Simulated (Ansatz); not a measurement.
Calculated with Ansatz (gas phase, PBE0-D4/def2-TZVP geometries, no zero-point term in ΔE). CCSD(T)/CBS adds triple-zeta CCSD(T) − MP2 to the extrapolated MP2 energy (def2 sets, frozen cores). Functionals use def2-TZVPP. B3LYP here is the variant with VWN-RPA as its local correlation; programs differ in this. Elements past krypton have def2 core potentials. For Sn outer-core shells are correlated without core-valence functions, which leaves a few kJ/mol of doubt a bond. Each species was taken in one conformer, which may not be the lowest.

Reaction (cleavage of the Si–Sn bond): `[CH3][SnH]([F])[SiH2]F` + `CN[SiH2]Cl` → `CN([SiH2]F)[SiH2]Cl` + `[CH3][SnH2][F]`

| level | ΔE (kJ/mol) | difference from CCSD(T)/CBS |
| --- | --- | --- |
| r2SCAN-D4 | -55.9 | 4.9 |
| PBE0-D4 | -49.9 | 10.9 |
| B3LYP-D4 | -55.7 | 5.1 |
| ωB97X-V | -59.9 | 0.9 |
| B2PLYP | -57.9 | 2.9 |
| PBE | -38.2 | 22.6 |
| r2SCAN | -54.7 | 6.1 |
| PBE0 | -45.8 | 15.0 |
| B3LYP | -47.9 | 12.9 |
| MP2/def2-TZVPP | -70.1 | -9.3 |
| SCS-MP2/def2-TZVPP | -69.3 | -8.5 |
| CCSD/def2-TZVPP | -65.8 | -5.0 |
| CCSD(T)/def2-TZVPP | -66.6 | -5.8 |
| HF/def2-QZVPP | -65.4 | -4.6 |
| SCS-MP2/def2-QZVPP | -66.5 | -5.7 |
| MP2/CBS(def2) | -64.3 | -3.5 |
| CCSD(T)/CBS | -60.8 | 0 |

Largest T1 diagnostic among the species: 0.013.

The D4 term adds −7.8 kJ/mol with B3LYP and −4.1 kJ/mol with PBE0; it sums over pairs of atoms, weighted by their polarisabilities, and B3LYP, whose exchange is more repulsive, gets the larger term. From PBE to PBE0 (25 % exact exchange), in def2-TZVPP and without D4, ΔE moves by −7.6 kJ/mol.
